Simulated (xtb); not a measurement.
xtb was given this input:
```
$ xtb mol.xyz --gfn 0 --chrg 1 --uhf 1 --ohess --json

# file mol.xyz
11

Si     1.73006259     0.88617971    -0.01821925
Si     0.21430832    -1.03910606    -0.11847187
Si    -1.93611862     0.11291389     0.13212917
H      3.05494759     0.29289400    -0.13804698
H      1.35438441     1.72882927    -1.14918317
H      1.47531091     1.50967649     1.27664176
H      0.46584425    -2.03082472     0.92986925
H      0.32388443    -1.79829328    -1.36643948
H     -2.00324331     1.05008294    -0.98479523
H     -1.86962290     0.76938187     1.43401237
H     -2.91703742    -0.96157215     0.06180881
```

What does this run give for the harmonic frequencies (imaginary ones negative), total energy at the end of the optimisation, zero-point energy?


```yaml
harmonic frequencies (imaginary ones negative): 85, 108, 209, 235, 238, 327, 366, 368, 390, 407, 434, 443, 660, 699, 769, 790, 798, 806, 832, 1927, 1931, 1934, 1946, 1948, 2002, 2008, 2009 cm⁻¹
total_energy_at_the_end_of_the_optimisation: -8.2548 Eh
zero_point_energy: 35.3 kcal/mol
```
